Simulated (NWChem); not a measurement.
System: BSiH4O2Cl; SMILES OB(O)[SiH2]Cl

Parts of the log:

```
             Northwest Computational Chemistry Package (NWChem) 7.3.0
             --------------------------------------------------------

 C1  symmetry detected

                             Geometry "geometry" -> ""
                             -------------------------

 Output coordinates in angstroms (scale by  1.889725989 to convert to a.u.)

  No.       Tag          Charge          X              Y              Z
 ---- ---------------- ---------- -------------- -------------- --------------
    1 Si                  14.0000    -0.91991250     0.39138001    -0.00944656
    2 Cl                  17.0000     0.38146121     1.96814037     0.00637619
    3 B                    5.0000     0.14343370    -1.29226710    -0.00083073
    4 O                    8.0000    -0.40695092    -2.53085427     0.01177233
    5 O                    8.0000     1.49414272    -1.29823200    -0.00824706
    6 H                    1.0000    -1.79915881     0.60619981    -1.15967935
    7 H                    1.0000    -1.80031731     0.60635876     1.15726242
    8 H                    1.0000    -1.35823628    -2.60643801     0.01816682
    9 H                    1.0000     1.93694398    -0.44980139    -0.01594166

 Effective nuclear repulsion energy (a.u.)     264.6633975558

                                Z-matrix (autoz)
                                --------

 Units are Angstrom for bonds and degrees for angles

      Type          Name      I     J     K     L     M      Value
      ----------- --------  ----- ----- ----- ----- ----- ----------
    1 Stretch                  1     2                       2.04450
    2 Stretch                  1     3                       1.99134
    3 Stretch                  1     6                       1.46365
    4 Stretch                  1     7                       1.47734
    5 Stretch                  3     4                       1.35543
    6 Stretch                  3     5                       1.35074
    7 Stretch                  4     8                       0.95430
    8 Stretch                  5     9                       0.95706
    9 Bend                     1     3     4               123.76667
   10 Bend                     1     3     5               122.52592
   11 Bend                     2     1     3               108.18739
   12 Bend                     2     1     6               105.97776
   13 Bend                     2     1     7               105.12887
   14 Bend                     3     1     6               116.63269
   15 Bend                     3     1     7               115.96598
   16 Bend                     3     4     8               118.50355
   17 Bend                     3     5     9               117.30876
   18 Bend                     4     3     5               113.70739
   19 Bend                     6     1     7               103.96188
   20 Torsion                  1     3     4     8          -0.08958
   21 Torsion                  1     3     5     9           0.13864
   22 Torsion                  2     1     3     4         178.97668
   23 Torsion                  2     1     3     5          -1.07940
   24 Torsion                  4     3     1     6         -61.75600
   25 Torsion                  4     3     1     7          61.23030
   26 Torsion                  4     3     5     9        -179.91228
   27 Torsion                  5     3     1     6         118.18791
   28 Torsion                  5     3     1     7        -118.82578
   29 Torsion                  5     3     4     8         179.96206

  pbe96 is a nonlocal functional; adding pw91lda local functional.

                           NWChem Geometry Optimization
                           ----------------------------

 maximum gradient threshold         (gmax) =   0.000450
 rms gradient threshold             (grms) =   0.000300
 maximum cartesian step threshold   (xmax) =   0.001800
 rms cartesian step threshold       (xrms) =   0.001200
 fixed trust radius                (trust) =   0.300000
 source of zmatrix                         =   autoz

          -------------------
          Energy Minimization
          -------------------

 Using diagonal initial Hessian
 Scaling for Hessian diagonals: bonds = 1.00  angles = 0.25  torsions = 0.10

          --------
          Step   0

                                 NWChem DFT Module
                                 -----------------

 Summary of "ao basis" -> "ao basis" (spherical)
 ------------------------------------------------------------------------------
       Tag                 Description            Shells   Functions and Types
 ---------------- ------------------------------  ------  ---------------------
 Si                         def2-svp                 8       18   4s3p1d
 Cl                         def2-svp                 8       18   4s3p1d
 B                          def2-svp                 6       14   3s2p1d
 O                          def2-svp                 6       14   3s2p1d
 H                          def2-svp                 3        5   2s1p

            General Information
            -------------------
          SCF calculation type: DFT
          Wavefunction type:  closed shell.
          No. of atoms     :     9
          No. of electrons :    56
           Alpha electrons :    28
            Beta electrons :    28
          Charge           :     0
          Spin multiplicity:     1
          Use of symmetry is: off; symmetry adaption is: off
          Maximum number of iterations: 150
          AO basis - number of functions:    98
                     number of shells:    46
          Convergence on energy requested:  1.00D-06
          Convergence on density requested:  1.00D-05
          Convergence on gradient requested:  5.00D-04

              XC Information
              --------------
          PerdewBurkeErnzerhof Exchange Functional  1.000
            Perdew 1991 LDA Correlation Functional  1.000 local
           PerdewBurkeErnz. Correlation Functional  1.000 non-local

             Grid Information
             ----------------
          Grid used for XC integration:  medium
          Radial quadrature: Mura-Knowles
          Angular quadrature: Lebedev.
          Tag              B.-S. Rad. Rad. Pts. Rad. Cut. Ang. Pts.
          ---              ---------- --------- --------- ---------
          Si                  1.10       88           9.0       590
          Cl                  1.00       88          12.0       590
          B                   0.85       49           9.0       434
          O                   0.60       49          11.0       434
          H                   0.35       45          11.0       434
          Grid pruning is: on
          Number of quadrature shells:   503
          Spatial weights used:  Erf1

           DFT-D3BJ Model
          s6 scale factor  :        1.000000000000
          s8 scale factor  :        0.787500000000
          a1 parameter     :        0.428900000000
          a2 parameter     :        4.440700000000
              vdW contrib  :       -0.007322326942

      Superposition of Atomic Density Guess
      -------------------------------------

 Sum of atomic energies:        -923.94548197

      Non-variational initial energy
      ------------------------------

 Total energy =    -925.763046
 1-e energy   =   -1802.412918
 2-e energy   =     611.986475
 HOMO         =      -0.330477
 LUMO         =       0.026098

[...]

      ----------------------
      Optimization converged
      ----------------------

  Step       Energy      Delta E   Gmax     Grms     Xrms     Xmax
  ---- ---------------- -------- -------- -------- -------- --------
@    7    -926.63800093 -2.8D-07  0.00006  0.00002  0.00029  0.00060
                                     ok       ok       ok       ok

                                Z-matrix (autoz)
                                --------

 Units are Angstrom for bonds and degrees for angles

      Type          Name      I     J     K     L     M      Value     Gradient
      ----------- --------  ----- ----- ----- ----- ----- ---------- ----------
    1 Stretch                  1     2                       2.11621   -0.00003
    2 Stretch                  1     3                       2.05067    0.00006
    3 Stretch                  1     6                       1.50612   -0.00001
    4 Stretch                  1     7                       1.50610   -0.00002
    5 Stretch                  3     4                       1.36859   -0.00002
    6 Stretch                  3     5                       1.36181   -0.00003
    7 Stretch                  4     8                       0.97099    0.00001
    8 Stretch                  5     9                       0.97934    0.00001
    9 Bend                     1     3     4               126.08142   -0.00000
   10 Bend                     1     3     5               116.91099   -0.00001
   11 Bend                     2     1     3               103.07934    0.00001
   12 Bend                     2     1     6               107.61632   -0.00000
   13 Bend                     2     1     7               107.65203   -0.00000
   14 Bend                     3     1     6               115.45502   -0.00000
   15 Bend                     3     1     7               115.51283   -0.00000
   16 Bend                     3     4     8               113.57959   -0.00000
   17 Bend                     3     5     9               110.88001   -0.00001
   18 Bend                     4     3     5               117.00758    0.00001
   19 Bend                     6     1     7               106.97581   -0.00000
   20 Torsion                  1     3     4     8          -0.02985   -0.00000
   21 Torsion                  1     3     5     9           0.10302   -0.00000
   22 Torsion                  2     1     3     4         179.69235   -0.00000
   23 Torsion                  2     1     3     5          -0.32556   -0.00000
   24 Torsion                  4     3     1     6         -63.26220   -0.00000
   25 Torsion                  4     3     1     7          62.57426   -0.00001
   26 Torsion                  4     3     5     9        -179.91323    0.00000
   27 Torsion                  5     3     1     6         116.71989   -0.00000
   28 Torsion                  5     3     1     7        -117.44365   -0.00001
   29 Torsion                  5     3     4     8         179.98808   -0.00000

                         Geometry "geometry" -> "geometry"
                         ---------------------------------

 Output coordinates in angstroms (scale by  1.889725989 to convert to a.u.)

  No.       Tag          Charge          X              Y              Z
 ---- ---------------- ---------- -------------- -------------- --------------
    1 Si                  14.0000    -0.93941096     0.39678050    -0.00051431
    2 Cl                  17.0000     0.56443815     1.88566338    -0.00317564
    3 B                    5.0000     0.13614999    -1.34918510     0.00068455
    4 O                    8.0000    -0.38280871    -2.61554587     0.00837254
    5 O                    8.0000     1.49331274    -1.23707042    -0.00725790
    6 H                    1.0000    -1.80622130     0.62227382    -1.21137369
    7 H                    1.0000    -1.80634512     0.62546246     1.20963670
    8 H                    1.0000    -1.35353775    -2.63747968     0.01401723
    9 H                    1.0000     1.76582872    -0.29641292    -0.01095708

 Effective nuclear repulsion energy (a.u.)     261.8227750227

                Final and change from initial internal coordinates
                --------------------------------------------------

                                Z-matrix (autoz)
                                --------

 Units are Angstrom for bonds and degrees for angles

[...]

 Rotational Constants
 --------------------
 A=   0.193689 cm-1  (  0.278669 K)
 B=   0.057296 cm-1  (  0.082434 K)
 C=   0.044912 cm-1  (  0.064617 K)

 Temperature                      =   298.15K
 frequency scaling parameter      =   1.0000

 Zero-Point correction to Energy  =   32.379 kcal/mol  (  0.051599 au)
 Thermal correction to Energy     =   36.680 kcal/mol  (  0.058454 au)
 Thermal correction to Enthalpy   =   37.273 kcal/mol  (  0.059398 au)

 Total Entropy                    =   82.989 cal/mol-K
   - Translational                =   39.984 cal/mol-K (mol. weight = 109.9762)
   - Rotational                   =   27.560 cal/mol-K (symmetry #  =        1)
   - Vibrational                  =   15.445 cal/mol-K

 Cv (constant volume heat capacity) =   23.531 cal/mol-K
   - Translational                  =    2.979 cal/mol-K
   - Rotational                     =    2.979 cal/mol-K
   - Vibrational                    =   17.572 cal/mol-K

[normal modes left out]

 ----------------------------------------------------------------------------
 Normal Eigenvalue ||           Projected Infra Red Intensities
  Mode   [cm**-1]  || [atomic units] [(debye/angs)**2] [(KM/mol)] [arbitrary]
 ------ ---------- || -------------- ----------------- ---------- -----------
    1       -0.000 ||    0.000867           0.020         0.845       0.139
    2       -0.000 ||    0.001305           0.030         1.272       0.209
    3       -0.000 ||    0.000016           0.000         0.015       0.003
    4        0.000 ||    0.000176           0.004         0.172       0.028
    5        0.000 ||    0.000003           0.000         0.003       0.000
    6        0.000 ||    0.000332           0.008         0.324       0.053
    7       52.373 ||    0.000011           0.000         0.011       0.002
    8      123.375 ||    0.007354           0.170         7.169       1.179
    9      270.955 ||    0.006554           0.151         6.389       1.050
   10      316.584 ||    0.036280           0.837        35.368       5.814
   11      370.190 ||    0.001588           0.037         1.548       0.254
   12      476.271 ||    0.044304           1.022        43.190       7.100
   13      506.851 ||    0.044845           1.035        43.717       7.187
   14      577.556 ||    0.001743           0.040         1.700       0.279
   15      582.179 ||    0.008618           0.199         8.401       1.381
   16      629.757 ||    0.082861           1.912        80.777      13.279
   17      662.893 ||    0.006126           0.141         5.972       0.982
   18      788.367 ||    0.185523           4.280       180.857      29.731
   19      909.766 ||    0.090971           2.099        88.683      14.579
   20      961.408 ||    0.200583           4.628       195.538      32.145
   21     1030.370 ||    0.118395           2.731       115.417      18.974
   22     1244.430 ||    0.302748           6.985       295.134      48.518
   23     1421.822 ||    0.154812           3.572       150.919      24.810
   24     2149.659 ||    0.075934           1.752        74.024      12.169
   25     2156.164 ||    0.099656           2.299        97.150      15.971
   26     3642.265 ||    0.126099           2.909       122.927      20.208
   27     3786.816 ||    0.087080           2.009        84.890      13.955
 ----------------------------------------------------------------------------
```

Level: PBE-D3(BJ)/def2-SVP. 

Task: Write an input that gives this output.

Result: Several could match; the one computed here: the input that was run:
```
start job
memory heap 200 mb stack 900 mb global 1100 mb
geometry units angstroms
  Si    -0.806473    -0.586796    -0.201678
  Cl    -1.436210     1.341612     0.052627
  B      1.169993    -0.631819     0.037073
  O      1.913162    -1.762384    -0.044798
  O      1.895586     0.477418     0.297099
  H     -1.319641    -1.009569    -1.505587
  H     -1.593036    -1.379940     0.765162
  H      1.468858    -2.587318    -0.225838
  H      1.421461     1.305832     0.367116
end
basis spherical
  * library def2-svp
end
dft
  xc xpbe96 cpbe96
  disp vdw 4
  iterations 150
end
driver
  maxiter 120
end
task dft optimize
task dft freq
```
